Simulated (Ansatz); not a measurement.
System: AuCl, net charge 0, triplet state. The spin state was set by rule; other spins were not relaxed. 
Coordinates optimised at B3LYP-D3(BJ)/def2-TZVP (Ansatz, an electronic-structure program):
```xyz
2

Au     0.0000     0.0000    -0.4243
Cl     0.0000     0.0000     1.9716
```
Charge 0, spin multiplicity 3.

Wanted: atomisation energy (electronic, to ground-state atoms), in kcal/mol. Valence correlation only, unless marked. UHF or UKS for open shells. Spin-orbit coupling is left out. Frozen are the shells of the preceding noble gas and the d and f shells that filled before the atom's block. In def2 rows, elements after Kr have scalar-relativistic effective core potentials. The coupled-cluster limit lacks core correlation, which all-electron functionals hold. CBS marks a two-point X^-3 extrapolation of the correlation energy; Hartree-Fock from the larger set.

```tsv
level	program	atomisation energy (kcal/mol)
BLYP-D4/def2-TZVPD	Ansatz + dftd4	21.5
revPBE-D3(BJ)/def2-TZVPD	Ansatz + dftd3	21.0
revPBE-D4/def2-TZVPD	Ansatz + dftd4	21.2
r2SCAN/def2-TZVPD	Ansatz	24.1
```

Task: What does CCSD(T)/CBS(def2-TZVPPD,def2-QZVPPD) (Ansatz) give?

Result: 9.8 kcal/mol, so r2SCAN/def2-TZVPD differs from it by 14.3 kcal/mol.
